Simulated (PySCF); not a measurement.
# How the method changes the shape and vibrations of AlBH3O2 cation

These are calculations, not measurements. The program is PySCF 2.14.0, an open-source quantum chemistry code, run on an isolated molecule that a program drew, which may never have been made. The molecule is AlBH3O2 cation (charge +1, singlet), drawn as the SMILES string `[BH+][O][AlH][OH]`.

The geometry was optimised and harmonic frequencies were computed with HF and MP2, all in the cc-pV(D+d)Z basis, for the commonest isotopes, with a restricted reference for singlets and an unrestricted one otherwise, and a frozen core in MP2. Each result is a local minimum of its method.

Geometry at the HF minimum:
```xyz
7
AlBH3O2 cation, angstrom
B     0.4922   -0.7051   -1.7859
O    -0.0214   -1.6898   -1.2966
Al   -0.5700   -3.1986   -0.3836
O     0.6220   -3.5077    0.6992
H     0.9794    0.2447   -2.2634
H    -1.9328   -3.7278   -0.8672
H     0.8704   -4.1080    1.3827
```

Lengths of the bonds as drawn, in Å (atoms numbered as above):
| bond | HF | MP2 |
|---|---|---|
| B1-O2 | 1.214 | 1.232 |
| O2-Al3 | 1.847 | 1.890 |
| Al3-O4 | 1.640 | 1.666 |
| B1-H5 | 1.169 | 1.178 |
| Al3-H6 | 1.540 | 1.543 |
| O4-H7 | 0.943 | 0.964 |

Rotational constants, in GHz:
| constant | HF | MP2 |
|---|---|---|
| A | 17.61 | 17.05 |
| B | 3.618 | 3.511 |
| C | 3.001 | 2.911 |

Harmonic frequencies in cm^-1, each column in rising order, so a row needn't be the same motion in every method:
| rank | HF | MP2 |
|---|---|---|
| 1 | 94 | 91 |
| 2 | 161 | 142 |
| 3 | 278 | ? |
| 4 | 411 | 389 |
| 5 | 428 | 445 |
| 6 | 501 | 469 |
| 7 | 505 | 497 |
| 8 | 652 | 617 |
| 9 | 849 | 778 |
| 10 | 853 | 781 |
| 11 | 989 | 943 |
| 12 | 1850 | 1769 |
| 13 | 2167 | 2127 |
| 14 | 3021 | 2940 |
| 15 | 4223 | 3930 |

**Estimate the missing MP2 frequency from the HF column.**

A single factor s that minimises the squared misfit of MP2 against s times HF over the other rows is sum(HF x MP2) / sum(HF^2) = 0.9502, with an rms misfit of 38 cm^-1. For rank 3 it gives 0.9502 x 278 = 264 cm^-1. The calculation gives 253 cm^-1, 11 cm^-1 below the estimate. The drawn bonds are on average 1.4 % longer in MP2 than in HF.
